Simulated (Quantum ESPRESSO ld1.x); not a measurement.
Question: Species: Al VIII. Configuration: [He] 2s2 2p2. Calculated with ld1.x of Quantum ESPRESSO 7.5: scalar-relativistic Kohn-Sham, LDA (Slater exchange, Perdew-Zunger correlation), spin-polarised, spherical densities, point nucleus; open shells are filled with parallel spins first. Some entries of the table are withheld. Estimate them.

| orbital | occ. | eigenvalue (hartree) | <r^2> (bohr^2) |
|---|---|---|---|
| 1s up | 1 | -64.1261 | 0.01947 |
| 1s down | 1 | -63.9471 | 0.01936 |
| 2s up | 1 | (1) | 0.3555 |
| 2s down | 1 | (2) | 0.3645 |
| 2p up | 2 | -9.6864 | 0.2930 |
| 2p down | 0 | -9.3157 | 0.3039 |

Answer: 
(1) 2s up eigenvalue (hartree): -10.8117
(2) 2s down eigenvalue (hartree): -10.4916
